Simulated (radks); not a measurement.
Q: All-electron atom: Ne3+ in 2s2 2p3 3p2 (not the ground configuration). All-electron calculation, scalar-relativistic Kohn-Sham, PBEsol, spin-unpolarised, spherical densities, finite nucleus; Fermi nuclear charge, rms radius 3.0055 fm. Program: a radial shooting solver on a logarithmic mesh with Libxc functionals. Some entries of the table are withheld. Estimate them.

orbital  occ.  eigenvalue (hartree)  <r^2> (bohr^2)
2s          2              -5.43950             (1)
2p          3                   (2)          0.4314
3p          2              -1.23527             (3)
3d          0                   (4)             (5)

A: 
(1) 2s <r^2> (bohr^2): 0.5519
(2) 2p eigenvalue (hartree): -4.87440
(3) 3p <r^2> (bohr^2): 4.600
(4) 3d eigenvalue (hartree): -0.89307
(5) 3d <r^2> (bohr^2): 5.052
